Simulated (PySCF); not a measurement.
Yb(NO3)3 at several levels of theory

Computed with PySCF 2.14.0 (density fitting, no spin-orbit coupling) at the geometry relaxed with PBE:

```xyz
13
Yb(NO3)3 (singlet in the valence; each metal's 4f electrons, 13 of them, lie in its core potential, out of spins and levels)
Yb    0.0000    0.0000    0.0000
O     2.0046    0.2400    1.0641
O     2.0046   -0.2400   -1.0641
N     2.7240    0.0000    0.0000
O     3.9201    0.0000    0.0000
O    -1.2101    1.6161    1.0641
O    -0.7945    1.8560   -1.0641
N    -1.3620    2.3590    0.0000
O    -1.9600    3.3949    0.0000
O    -0.7945   -1.8560    1.0641
O    -1.2101   -1.6161   -1.0641
N    -1.3620   -2.3590    0.0000
O    -1.9601   -3.3949    0.0000
```

```
level                                                 basis    state  HOMO (eV)  gap (eV)  charge on Yb1 (e)  population of f-type functions on Yb1 (polarisation alone where 4f lies in the core)  dipole about the centre of mass (D)  largest force component (eV/Å)
  PBE     Yb lcecp-1-SVP with ECP59, O def2-SVP, N def2-SVP  singlet      -7.68      3.72               1.09                                                                                  0.05                                 0.00                            0.01
 PBE0                                              the same  singlet      -9.69      6.55               1.33                                                                                  0.05                                 0.00                            1.81
 BP86                                              the same  singlet      -7.82      3.74               1.11                                                                                  0.05                                 0.00                            0.23
   HF                                              the same  singlet     -14.55     15.46               1.81                                                                                  0.05                                 0.00                            5.11
  PBE  Yb lcecp-1-TZVP with ECP59, O def2-TZVP, N def2-TZVP  singlet      -7.77      3.77               1.44                                                                                  0.07                                 0.00                            0.23
```

In the lcecp rows the 4f levels are missing from HOMO and gap, and the state counts the valence alone.

Charges are Mulliken's, which hang on the basis. The relaxation used the grid (50, 194), these runs (75, 302) or, all-electron (x2c bases, spin-free X2C Hamiltonian), (99, 590).

Task: What does B3LYP with Yb lcecp-1-SVP with ECP59, O def2-SVP, N def2-SVP give here?

Result: state singlet, HOMO (eV) -9.32, gap (eV) 5.96, charge on Yb1 (e) 1.24, population of f-type functions on Yb1 (polarisation alone where 4f lies in the core) 0.05, dipole about the centre of mass (D) 0.00, largest force component (eV/Å) 0.97. Time: 14 s on 4 threads of Intel(R) Xeon(R) 6975P-C (Granite Rapids), on a shared host, from an already converged density.

In the first row's basis the gap widens with exact exchange: 3.7 eV for PBE, BP86 (none); 6.0 to 6.5 eV for B3LYP, PBE0 (a fixed share); 15.5 eV for Hartree–Fock (rising or full at long range).

An lcecp potential fixes the number of 4f electrons, so in runs with it no electron can move into or out of that shell.
